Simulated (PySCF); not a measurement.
Correlation energy of Ne (neon, neutral)

[Ne], closed-shell 1S. Calculation: PySCF 2.14, in dyall-av3z (15s9p3d2f, 71 functions); no relativity, point nucleus. Frozen: 1s2; 8 electrons correlated; the 14 highest virtual orbitals of each spin left out.

MP2 pair energies summed by pair of shells (mhartree):

| pair | energy | share (%) |
| --- | --- | --- |
| 2p-2p | -197.67 | 70.3 |
| 2s-2p | -73.18 | 26.0 |
| 2s-2s | -10.39 | 3.7 |

Total MP2 correlation energy: -281.24 mhartree.

Same-spin part -72.48 and opposite-spin part -208.76 mhartree; SCS-MP2 scales them by 1/3 and 6/5 to -274.67 mhartree.
